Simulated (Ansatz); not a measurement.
`O=C=NC[SiH3]` → `[CH2][SiH3]`• + `[N]=C=O`•  (homolysis of the C–N bond)

Isolated molecules relaxed with PBE0-D4/def2-TZVP in Ansatz; ΔE leaves out vibrations. CBS: MP2 limit from def2 TZ/QZ plus the TZ coupled-cluster correction, frozen cores. This one scheme is used for every species. DFT in def2-TZVPP. B3LYP here is the variant with VWN-RPA as its local correlation; programs differ in this. HSE06 is defined as in plane-wave codes. No spin–orbit coupling; open shells (•) take unrestricted orbitals. One conformer a species, not always the lowest.

```tsv
level	ΔE (kcal/mol)	difference from CCSD(T)/CBS
B3LYP-D4	87.1	-4.4
HSE06-D4	90.8	-0.7
BHLYP-D4	83.9	-7.6
ωB97X-V	90.3	-1.2
B2PLYP	88.6	-2.9
PBE0	89.2	-2.3
HF/def2-TZVPP	55.8	-35.7
CCSD(T)/def2-TZVPP	87.9	-3.6
HF/CBS(def2)	55.9	-35.6
CCSD/CBS(def2)	88.0	-3.5
CCSD(T)/CBS	91.5	0
```

Largest T1 diagnostic among the species: 0.026.

The D4 term adds +2.8 kcal/mol with B3LYP and +1.5 kcal/mol with PBE0; it sums over pairs of atoms, weighted by their polarisabilities, and B3LYP, whose exchange is more repulsive, gets the larger term. In def2-TZVPP, CCSD(T) changes the Hartree–Fock value by +32.1 kcal/mol (the triples alone add +3.5 kcal/mol) and MP2 by +46.8 kcal/mol; breaking electron pairs costs correlation energy, which Hartree–Fock lacks. At CCSD(T), def2-SVP lies −2.2 kcal/mol from the extrapolated value and def2-TZVPP −3.6 kcal/mol.

CCSD(T)/CBS has its own doubt, a few kJ/mol and more with outer-core shells, so smaller differences from it don't rank the levels.
